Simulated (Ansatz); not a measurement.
One change: `CNP` becomes `C[NH][InH2]`.

Ansatz, PBE0-D4/def2-TZVP geometries, multiplicity 1. Each molecule was computed in one conformer, which needn't be the lowest.

Elements past krypton have def2 core potentials.

| property | `CNP` |
| --- | --- |
| HOMO energy (PBE/def2-TZVPP) / eV | -5.48 |
| LUMO energy (PBE0/def2-TZVPP) / eV | 0.32 |
| size of the dipole moment (B3LYP/def2-TZVPP) / D | 1.52 |
| HOMO–LUMO gap (PBE0/def2-TZVPP) / eV | 7.13 |
| LUMO energy (B3LYP/def2-TZVPP) / eV | 0.05 |
| HOMO–LUMO gap (ωB97M-V/def2-TZVPP) / eV | 11.10 |

(1) What does the change do to each property? (Estimate.)

Results:

(1) Ansatz gave: 
```
                                        property  `C[NH][InH2]`  shift
               HOMO energy (PBE/def2-TZVPP) / eV          -5.13   0.35
              LUMO energy (PBE0/def2-TZVPP) / eV          -1.11  -1.43
size of the dipole moment (B3LYP/def2-TZVPP) / D           0.52  -1.00
            HOMO–LUMO gap (PBE0/def2-TZVPP) / eV           5.20  -1.93
             LUMO energy (B3LYP/def2-TZVPP) / eV          -1.38  -1.43
         HOMO–LUMO gap (ωB97M-V/def2-TZVPP) / eV           8.87  -2.23
```

With PBE0 the HOMO rises by 0.51 eV and the LUMO falls by 1.43 eV, so the gap narrows by about 1.94 eV. PBE moves the HOMO by 0.35 eV and ωB97M-V by 0.49 eV. Dipoles are sizes alone; their direction can turn.

B3LYP here is the variant with VWN-RPA as its local correlation; programs differ in this.
